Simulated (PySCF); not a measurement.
Harmonic spectrum computed at PBE0 in the def2-TZVP basis family (core potentials from Rb on, PySCF, no spin–orbit coupling):

```tsv
ω (cm⁻¹)	IR (km/mol)
485	127
1458	565
1509	273
```

**Question.** Which molecule gave it? In each, all ligands are bound to the one heavy central atom.
A. H₂O (singlet)
B. SrH₂ (singlet)
C. YH₂ (doublet)
D. TiH₂ (triplet)

**Answer.** C. It has C2v symmetry with Y–H 1.957 Å (×2).
